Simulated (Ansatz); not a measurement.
Ansatz (a quantum-chemistry and plane-wave program) input:

Ansatz 0.2 input:
```yaml
crystal:
  periodic: [false, false, false]
  atoms:
    - {symbol: C, position_ang: [1.28826318, 0.76962108, 0.79082116]}
    - {symbol: B, position_ang: [0.45726100, -0.26452264, 0.01484084]}
    - {symbol: C, position_ang: [1.11306380, -1.63003346, -0.45145506]}
    - {symbol: N, position_ang: [-0.89660727, -0.02753672, -0.29917083]}
    - {symbol: C, position_ang: [-1.72487112, 1.12224158, 0.00553274]}
    - {symbol: H, position_ang: [2.33036452, 0.58941574, 1.03361427]}
    - {symbol: H, position_ang: [0.92268999, 1.72656835, 1.14754182]}
    - {symbol: H, position_ang: [0.42787851, -2.28691164, -0.99446092]}
    - {symbol: H, position_ang: [1.49608560, -2.19258585, 0.40590692]}
    - {symbol: H, position_ang: [1.97575147, -1.44792034, -1.10018093]}
    - {symbol: H, position_ang: [-1.38701951, -0.74596886, -0.81057901]}
    - {symbol: H, position_ang: [-1.14813909, 1.86179481, 0.55487550]}
    - {symbol: H, position_ang: [-2.58610997, 0.84289225, 0.61964471]}
    - {symbol: H, position_ang: [-2.10029076, 1.59711061, -0.90576381]}
basis:
  gaussian:
    orbitals: def2-TZVPD
hamiltonian:
  xc: {name: SVWN5}
magnetization: {spin_polarized: true, initial_magnetization: 1}
output: {forces: true}
```

What final total energy does it print?

-197.53393 Eh (SVWN5/def2-TZVPD). The basis has 266 functions.

It need not be the lowest isomer of its formula.
